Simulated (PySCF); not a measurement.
C₈H₁₂, charge -1, doublet, at a GFN2-xTB geometry (a state made from the parent by changing its charge; the spin is typed, not shown lowest) (in this run its highest filled SCF level lies above zero, so its values depend strongly on the basis, on diffuse functions most of all); DF-B3LYP/STO-3G (PySCF).

Input for PySCF:
```python
from pyscf import gto, scf, dft

mol = gto.Mole()
mol.atom = '''
    C    -0.690874   -1.745536   -0.185858
    C     0.688625   -1.747025   -0.180123
    C     1.523753   -0.587811   -0.548798
    C     1.520403    0.584525    0.561453
    C     0.690874    1.745536    0.185858
    C    -0.688625    1.747025    0.180123
    C    -1.523753    0.587811    0.548798
    C    -1.520403   -0.584525   -0.561453
    H    -1.204914   -2.575136    0.295300
    H     1.196855   -2.577729    0.305285
    H     1.177291   -0.128048   -1.478045
    H     2.563467   -0.904128   -0.698020
    H     2.559521    0.898598    0.719317
    H     1.165235    0.125519    1.487783
    H     1.204914    2.575136   -0.295300
    H    -1.196855    2.577729   -0.305285
    H    -1.177291    0.128048    1.478045
    H    -2.563467    0.904128    0.698020
    H    -1.165235   -0.125519   -1.487783
    H    -2.559521   -0.898598   -0.719317
'''
mol.basis = 'sto-3g'
mol.charge = -1
mol.spin = 1
mol.verbose = 4
mol.build()

mf = dft.UKS(mol)
mf.xc = 'b3lyp'
mf = mf.density_fit(auxbasis='def2-universal-jkfit')
mf.kernel()
```

Output, abridged:

```
PySCF version 2.14.0

[INPUT] verbose = 4
[INPUT] num. atoms = 20
[INPUT] num. electrons = 61
[INPUT] charge = -1
[INPUT] spin (= nelec alpha-beta = 2S) = 1
[INPUT] symmetry False subgroup None
[INPUT] Mole.unit = angstrom
[INPUT] Symbol           X                Y                Z      unit          X                Y                Z       unit  Magmom
[...]
nuclear repulsion = 365.274340432117
number of shells = 36
number of NR pGTOs = 156
number of NR cGTOs = 52
basis = sto-3g
ecp = {}

******** <class 'pyscf.df.df_jk.DFUKS'> ********
method = DFUKS
initial guess = minao
damping factor = 0
level_shift factor = 0
DIIS = <class 'pyscf.scf.diis.CDIIS'>
diis_start_cycle = 1
diis_space = 8
diis_damp = 0
SCF conv_tol = 1e-09
SCF conv_tol_grad = None
SCF max_cycles = 50
direct_scf = False
number electrons alpha = 31  beta = 30
XC library pyscf.dft.libxc version 7.1.2
    S. Lehtola, C. Steigemann, M. J. T. Oliveira, and M. A. L. Marques,  SoftwareX 7, 1–5 (2018)
XC functionals = b3lyp
    P. J. Stephens, F. J. Devlin, C. F. Chabalowski, and M. J. Frisch,  J. Phys. Chem. 98, 11623 (1994)
radial grids:
    Treutler-Ahlrichs [JCP 102, 346 (1995); DOI:10.1063/1.469408] (M4) radial grids

becke partition: Becke, JCP 88, 2547 (1988); DOI:10.1063/1.454033
pruning grids: <function nwchem_prune>
grids dens level: 3
symmetrized grids: False
atomic radii adjust function: <function treutler_atomic_radii_adjust>
small_rho_cutoff = 0
Set gradient conv threshold to 3.16228e-05
tot grids = 230640
******** <class 'pyscf.df.df.DF'> ********
auxbasis = def2-universal-jkfit
init E= -309.116180700942

cycle= 1 E= -308.018793621708  delta_E=  1.1  |g|= 0.297  |ddm|= 4.14
cycle= 2 E= -308.056570907671  delta_E= -0.0378  |g|= 0.188  |ddm|= 0.756
cycle= 3 E= -308.082055942634  delta_E= -0.0255  |g|= 0.00576  |ddm|= 0.302
cycle= 4 E= -308.08207912602  delta_E= -2.32e-05  |g|= 0.00354  |ddm|= 0.0162
cycle= 5 E= -308.082086950233  delta_E= -7.82e-06  |g|= 0.000604  |ddm|= 0.00544
cycle= 6 E= -308.0820873503  delta_E= -4e-07  |g|= 0.000148  |ddm|= 0.00149
cycle= 7 E= -308.082087381186  delta_E= -3.09e-08  |g|= 1.65e-05  |ddm|= 0.000465
cycle= 8 E= -308.082087381582  delta_E= -3.97e-10  |g|= 3.57e-06  |ddm|= 4.84e-05
Extra cycle  E= -308.0820873816  delta_E= -1.78e-11  |g|= 1.51e-06  |ddm|= 9.89e-06
converged SCF energy = -308.0820873816  <S^2> = 0.75168139  2S+1 = 2.0016807
```
